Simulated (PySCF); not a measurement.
C8H8O.
SMILES with atom numbers: `[CH2:1]=[C:2]1[CH:3]=[CH:4][CH:5]=[C:6]1[C:7]([CH3:8])=[O:9]`

NICS = −σ at a ghost point: NICS(0) at the centroid of the ring atoms, NICS(1) 1 Å to either side along the normal of their mean plane, zz for the tensor component along that normal. Level: GIAO PBE0/pcSseg-1 (PySCF, non-relativistic, gas phase) on the PBE0-D3(BJ)/def2-SVP geometry, one conformer.

Ring bond lengths (Å), with Mayer bond orders in brackets: C2–C3 1.463 (1.10), C3–C4 1.359 (1.68), C4–C5 1.454 (1.15), C5–C6 1.369 (1.59), C6–C2 1.476 (1.05).

**Question.** What do the NICS probes read (ppm)?

**Answer.** 
| ring | type | NICS(0) | NICS(1), two faces | NICS(1)zz, two faces | rms pucker (Å) | centre to ring atoms, mean (Å) |
| --- | --- | --- | --- | --- | --- | --- |
| C2–C3–C4–C5–C6 | 5-membered carbocycle; formal bonds 2 double, 3 single | -0.5 | -4.5 / -4.5 | -5.2 / -5.3 | 0.00 | 1.21 |

**Question.** What do they say, and how far can they be read as aromaticity?

**Answer.** 
- C2–C3–C4–C5–C6: mean NICS(1)zz -5.3 ppm, shielded. That is too small in size for a clear verdict by the NICS criterion.

**Question.** And the bond-length index? Use HOMA with the parameters of Krygowski (1993).

**Answer.** 
- C2–C3–C4–C5–C6: HOMA 0.02 = 1 − EN − GEO, with mean bond length 1.424 Å, EN = α(Ropt − mean)² = 0.339 and GEO = α × variance = 0.637. The geometric and the magnetic index point the same way.

**Question.** What field does 11.7 T along the ring normal induce along that normal at the second NICS(1) probe listed for ring C2–C3–C4–C5–C6, 1 Å off the ring?

**Answer.** NICSzz × B0 = -5.3 ppm × 11.7 T = -62 μT, against the applied field.

**Question.** List the ring angles and the Hirshfeld charges of the ring atoms.

**Answer.** 
- C2–C3–C4–C5–C6: C2 106.3° (-0.009 e), C3 108.4° (-0.050 e), C4 108.6° (-0.057 e), C5 109.9° (-0.032 e), C6 106.8° (-0.037 e); sum 540.0° against 540° for a flat convex ring.

**Question.** How shielded are the nuclei of the rings and their hydrogens (means over atoms taken as equivalent)?

**Answer.** 
| atoms | environment | σ isotropic (ppm) | principal values of the symmetric part, first atom (ppm) |
| --- | --- | --- | --- |
| C2 | fully substituted alkene carbon | 29.7 | -75.3, 27.1, 137.2 |
| C3 | alkene CH carbon | 45.1 | -62.1, 58.6, 138.7 |
| C4 | alkene CH carbon | 48.1 | -52.5, 47.5, 149.2 |
| C5 | alkene CH carbon | 35.0 | -60.7, 25.7, 140.0 |
| C6 | fully substituted alkene carbon | 50.5 | -35.3, 45.2, 141.8 |
| H on C3 | vinylic hydrogen | 24.75 | 23.6, 23.7, 26.9 |
| H on C4 | vinylic hydrogen | 24.73 | 23.5, 24.0, 26.6 |
| H on C5 | vinylic hydrogen | 24.12 | 22.3, 22.8, 27.2 |

Hardware: one thread of an Arm Neoverse V2, on a shared host. Cost: 29 s of wall time. This is the whole shielding run at PBE0/pcSseg-1, SCF included.

The values belong to the conformer `[CH2:1]=[C:2]1[CH:3]=[CH:4][CH:5]=[C:6]1[C:7]([CH3:8])=[O:9]`: C5–C6–C7–C8 -1°.
